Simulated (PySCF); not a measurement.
SMILES CCB(CC)C[CH2] (C₆H₁₄B), doublet at its GFN2-xTB optimised geometry (Å):

```
21

C     -1.5506     1.3950     0.0000
C     -1.6180     0.6569     1.2346
B     -0.7675    -0.1155     0.0000
C      0.8338    -0.1155     0.0000
C      1.5365     0.7406     1.0556
C     -1.5384    -1.3149    -0.7328
C     -1.0643    -1.5815    -2.1672
H     -2.4199     1.4423    -0.6364
H     -0.8889     2.2433    -0.0720
H     -2.5452     0.1744     1.5023
H     -1.0206     0.9826     2.0705
H      1.2058    -1.1401     0.0946
H      1.1814     0.2216    -0.9835
H      1.3114     0.3775     2.0564
H      2.6169     0.7060     0.9232
H      1.2252     1.7810     0.9898
H     -1.4011    -2.2433    -0.1679
H     -2.6169    -1.1382    -0.7602
H     -1.6222    -2.4016    -2.6162
H     -1.2039    -0.6957    -2.7829
H     -0.0087    -1.8401    -2.1789
```

Computed with unrestricted CAM-B3LYP/def2-SVP in PySCF 2.14.0. Cells within 0.4 Å of a nucleus heavier than hydrogen are left out (blank, or x).

Map of the spin density (e/bohr³) on the plane z = 0.0 Å:

```
|00000000000000000000000000000|
|00000000000000000000000000000|
|00000000000000000000000000000|
|00000000000000000000000000000|
|00000000000000000000000000000|
|00000000000000000000000000000|
|00000000000000000000000000000|
|00000000111100000000000000000|
|00000001232100000000000000000|
|00000001484000000000000000000|
|000000012xx420000000000000000|
|0000000002x931000000000000000|
|00000000025631000000000000000|
|00000000001221000000000000000|
|00000000000xx000xx00000000000|
|00000000000xx000xx00000000000|
|00000000000110000000000000000|
|00000000000000000100000000000|
|00000000000000000000000000000|
|00000000000000000000000000000|
|00000000001000000000000000000|
|00000000001000000000000000000|
|00000000000000000000000000000|
|00000000000000000000000000000|
|00000000000000000000000000000|
|00000000000000000000000000000|
|00000000000000000000000000000|
|00000000000000000000000000000|
|00000000000000000000000000000|
```
Scale: ten equal steps from -0.002 (start of '0') to 0.039 (end of '9'), in the order '0123456789'; x runs from -5.00 to 5.00, y from -5.00 (bottom) to 5.00 (top).
